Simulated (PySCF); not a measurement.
# Correlation energy of Ni(2+) (nickel, charge +2)

[Ar] 3d8, high-spin 3F determinant. All numbers are calculated (PySCF 2.14, the spin-free X2C one-electron Hamiltonian (Gaussian nucleus), in x2c-TZVPPall). Frozen: [Ne]; 16 electrons correlated.

MP2 pair energies summed by pair of shells (mhartree):

| pair | energy | share (%) |
| --- | --- | --- |
| 3d-3d | -249.35 | 43.0 |
| 3p-3d | -205.15 | 35.4 |
| 3p-3p | -52.13 | 9.0 |
| 3s-3d | -42.61 | 7.4 |
| 3s-3p | -26.38 | 4.6 |
| 3s-3s | -3.98 | 0.7 |

Total MP2 correlation energy: -579.61 mhartree.

Same-spin part -187.30 and opposite-spin part -392.31 mhartree; SCS-MP2 scales them by 1/3 and 6/5 to -533.20 mhartree.

This basis was not built for core-valence correlation, so the inner-shell part is incomplete.
